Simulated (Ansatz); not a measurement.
```yaml
crystal:
  periodic: [false, false, false]
  atoms:
    - {symbol: C, position_ang: [-1.170407, -0.271019, -2.155473]}
    - {symbol: C, position_ang: [-1.074848, -0.565195, -0.821777]}
    - {symbol: C, position_ang: [-0.133844, -0.012596, 0.144397]}
    - {symbol: C, position_ang: [0.491269, -1.045819, 1.014951]}
    - {symbol: C, position_ang: [1.774341, -1.147368, 1.227330]}
    - {symbol: C, position_ang: [-0.626920, 1.250783, 0.876842]}
    - {symbol: C, position_ang: [0.543527, 1.261838, -0.179314]}
    - {symbol: H, position_ang: [-0.531137, 0.467771, -2.632064]}
    - {symbol: H, position_ang: [-1.955374, -0.702825, -2.756194]}
    - {symbol: H, position_ang: [-1.860180, -1.257994, -0.409628]}
    - {symbol: H, position_ang: [-0.158450, -1.795469, 1.366192]}
    - {symbol: H, position_ang: [2.531325, -0.491295, 0.849630]}
    - {symbol: H, position_ang: [2.139034, -1.946523, 1.871546]}
    - {symbol: H, position_ang: [-0.292973, 1.330237, 1.937364]}
    - {symbol: H, position_ang: [-1.543978, 1.704801, 0.517096]}
    - {symbol: H, position_ang: [0.390208, 1.759341, -1.098592]}
    - {symbol: H, position_ang: [1.517780, 1.352944, 0.264719]}
basis:
  gaussian: {orbitals: ANO-RCC-VTZP}
hamiltonian: {xc: {name: HF}}
correlation: {method: ccsd, diis_vectors: 1}
outputs: {forces: true}
```

```sh
$ ansatz run in.yaml --threads 2 --pin off --events-out ev --progress --plain --max-ram 22528MiB --backend cuda --devices 0, --max-vram 18GiB
```

(1) How does Ansatz answer? (Estimate.)

## Answers

(1) The calculation gave: The program refused the input.
```
Error: YAML parse error: error: line 25 column 1: unknown field `outputs`, expected one of crystal, accuracy, basis, kpoints, hamiltonian, magnetization, projection, total_charge, correlation, batch, efield, external_charges, scf, relax, neb, saddle, md, ramp, phonons, dielectric, real_time, elastic, magnetic_configurations, gw, evaluate, workflow, output, checkpoint, execution
23 | hamiltonian: {xc: {name: HF}}
24 | correlation: {method: ccsd, diis_vectors: 1}
25 | outputs: {forces: true}
```
